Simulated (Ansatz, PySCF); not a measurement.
C3H5ClSi, SMILES C[Si@@H](Cl)C#C. Atoms are numbered in the order given.

```xyz
10

C      2.3161    -1.5584     0.2128
C      1.3045    -0.9505    -0.0851
Si    -0.2353    -0.0661    -0.5380
C     -1.7280    -1.1226    -0.1608
Cl    -0.3412     1.6915     0.5787
H      3.2117    -2.0913     0.4768
H     -0.1683     0.3207    -1.9696
H     -2.6558    -0.5862    -0.4132
H     -1.7524    -1.3809     0.9090
H     -1.6898    -2.0566    -0.7446
```

Geometry: B3LYP-D3(BJ)/def2-SVP. The structure was generated by enumeration; whether it is a known compound was not checked.

Two levels are set side by side: PBE-D3(BJ)/def2-SVP (Ansatz, a first-principles code) and B3LYP-D3(BJ)/def2-SVP (Ansatz). Each level has its own optimised geometry; the coordinates shown are those of the second. Frequencies come from the Hessian of PySCF at each geometry. Differences are taken from unrounded values.

```
quantity                            B3LYP-D3(BJ)  PBE-D3(BJ)  PBE-D3(BJ) minus B3LYP-D3(BJ)
----------------------------------  ------------  ----------  -----------------------------
mean bond length (Å)                       1.430       1.437                          0.008
bond C1–C2 (Å)                             1.217       1.229                          0.012
bond C2–Si3 (Å)                            1.833       1.836                          0.004
bond Si3–C4 (Å)                            1.867       1.873                          0.006
bond Si3–Cl5 (Å)                           2.085       2.089                          0.004
bond C1–H6 (Å)                             1.075       1.083                          0.008
bond Si3–H7 (Å)                            1.484       1.499                          0.015
bond C4–H8 (Å)                             1.101       1.108                          0.007
bond C4–H9 (Å)                             1.101       1.108                          0.007
bond C4–H10 (Å)                            1.102       1.109                          0.007
highest harmonic wavenumber (cm⁻¹)          3455        3389                            -66
mean harmonic wavenumber (cm⁻¹)             1217        1183                            -34
zero-point energy (kcal/mol)               41.75       40.59                          -1.16
```

GGA bonds tend to be longer and softer than those of functionals with exact exchange. Differences between two approximate levels are no errors against the true value.
